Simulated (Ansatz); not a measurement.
# Relaxing a trial structure of ClHNSiSn

The starting geometry of this gas-phase doublet was optimised with GFN2-xTB.

```tsv
atom	x (Å)	y (Å)	z (Å)
Cl	0.0248	2.9048	2.1063
N	-0.9930	2.5347	-0.7092
Si	-0.4030	3.8427	0.2908
Sn	0.5047	2.9642	-2.0249
H	-1.6781	1.8385	-0.4535
```

Problem. Predict what becomes of its bonds when it is optimised with PBE0-D3(BJ)/def2-SVP.

Solution. A bond breaks, giving a structure given below by its coordinates. Contacts that open: Si3–Sn4 (2.64 → 3.32 Å).

The energy falls by 0.29 eV over 13 steps:

```
step  E − E(last) (eV)
   1             0.286
   2             0.202
   4             0.147
   5             0.120
   6             0.081
   8             0.033
   9             0.009
  10             0.001
  12             0.000
  13             0.000
```

Final geometry (Å):

```yaml
atoms:
  - { symbol: Cl, position_ang: [-0.7401, 2.9315, 2.3122] }
  - { symbol: N, position_ang: [-0.5623, 2.6447, -0.6302] }
  - { symbol: Si, position_ang: [0.0349, 3.7820, 0.5211] }
  - { symbol: Sn, position_ang: [-0.1562, 2.8827, -2.6688] }
  - { symbol: H, position_ang: [-1.1207, 1.8440, -0.3248] }
```

Frequencies at the end are all real (lowest 56 cm⁻¹). Open shells are spin-unrestricted. Atoms past krypton carry core potentials, without spin–orbit terms. Run with Ansatz 0.2.0, 120 s on 1 thread of Intel(R) Xeon(R) Processor @ 2.70GHz, with other jobs on the host.
